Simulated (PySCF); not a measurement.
# First hyperpolarisability: `O=Cc1cc2sccc2s1`, C$_{7}$H$_{4}$OS$_{2}$

Geometry:
| atom | x (Å) | y (Å) | z (Å) |
| --- | --- | --- | --- |
| O1 | 3.663 | 0.941 | 0.998 |
| C2 | 3.056 | 0.348 | 0.140 |
| C3 | 1.624 | 0.190 | 0.081 |
| C4 | 0.895 | -0.478 | -0.879 |
| C5 | -0.473 | -0.423 | -0.608 |
| S6 | -1.902 | -1.028 | -1.376 |
| C7 | -2.879 | -0.327 | -0.133 |
| C8 | -2.173 | 0.335 | 0.821 |
| C9 | -0.790 | 0.284 | 0.556 |
| S10 | 0.618 | 0.893 | 1.331 |
| H11 | 3.578 | -0.141 | -0.707 |
| H12 | 1.336 | -0.974 | -1.724 |
| H13 | -3.942 | -0.451 | -0.187 |
| H14 | -2.612 | 0.831 | 1.666 |

Method used: quadratic response BHandHLYP/def2-SVPD first hyperpolarisability, Taylor convention, gas phase in PySCF 2.14.0. Geometry: GFN2-xTB.

Q: What is the first hyperpolarisability, and how does it disperse?

A: In au, Taylor convention; the vector part is βᵢ = ⅓ Σⱼ (βᵢⱼⱼ + βⱼᵢⱼ + βⱼⱼᵢ); β∥ is 3/5 of the vector part along the dipole, the dipole points from − to +:
| process | λ (nm) | β vector norm | β∥ | β HRS | depolarisation ratio |
| --- | --- | --- | --- | --- | --- |
| static β(0;0,0) | ∞ | 792.5 | 395.6 | 346.4 | 4.25 |
| second harmonic β(−2ω;ω,ω) | 1907 | 906.7 | 458.1 | 393.5 | 4.36 |
| Pockels β(−ω;ω,0) | 1907 | 828.0 | 415.1 | – | – |
| second harmonic β(−2ω;ω,ω) | 1340 | 1051.7 | 537.6 | 453.2 | 4.48 |
| Pockels β(−ω;ω,0) | 1340 | 867.0 | 436.4 | – | – |

Q: Which lowest excitations, dipole and polarisabilities go with it?

A: S1 4.13 eV (f = 0.000); S2 4.37 eV (f = 0.472); S3 4.53 eV (f = 0.078); dipole 4.37 D; isotropic α 123.6 au static, 124.3 au at 1907 nm, 125.1 au at 1340 nm, 126.7 au at 953.5 nm, 130.5 au at 670 nm.
